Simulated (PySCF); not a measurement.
**Highest orbital energy against ionisation energy along group 13**

Calculated with PySCF 2.14, no spin-orbit coupling. Each cell gives −ε(HOMO) / ΔSCF in eV; NIST values include spin-orbit coupling, (s) semi-empirical, (t) theoretical.

```csv
species,UHF,LDA,PBE,PBE0,r2SCAN,NIST (lowest levels)
"B⁺ (x2c-TZVPPall, spin-free X2C)",23.781 / 23.447,19.404 / 24.550,19.500 / 24.606,20.790 / 24.563,19.727 / 24.260,25.155
"Al⁺ (x2c-TZVPPall, spin-free X2C)",17.777 / 17.559,14.920 / 18.950,14.810 / 18.816,15.760 / 18.707,14.942 / 18.413,18.829
"Ga⁺ (x2c-TZVPPall, spin-free X2C)",19.032 / 18.740,16.630 / 21.136,16.316 / 20.769,17.205 / 20.428,16.595 / 20.495,20.515
"In⁺ (x2c-TZVPPall, spin-free X2C)",17.309 / 17.035,15.293 / 19.414,14.917 / 18.981,15.733 / 18.678,15.106 / 18.704,18.870
"Tl⁺ (x2c-TZVPPall, spin-free X2C)",18.759 / 18.396,16.689 / 21.010,16.316 / 20.562,17.167 / 20.231,16.537 / 20.408,20.428
```

Task: How far is −ε(HOMO) from ΔSCF on average for each method, and why?

Result: UHF 0.30 eV; LDA -4.42 eV; PBE -4.37 eV; PBE0 -3.19 eV; r2SCAN -3.87 eV. Hartree-Fock orbital energies lack relaxation and so exceed the ΔSCF value; semilocal functionals have convex E(N) from self-interaction, so their HOMO lies far too high; exact exchange moves hybrids part of the way back.
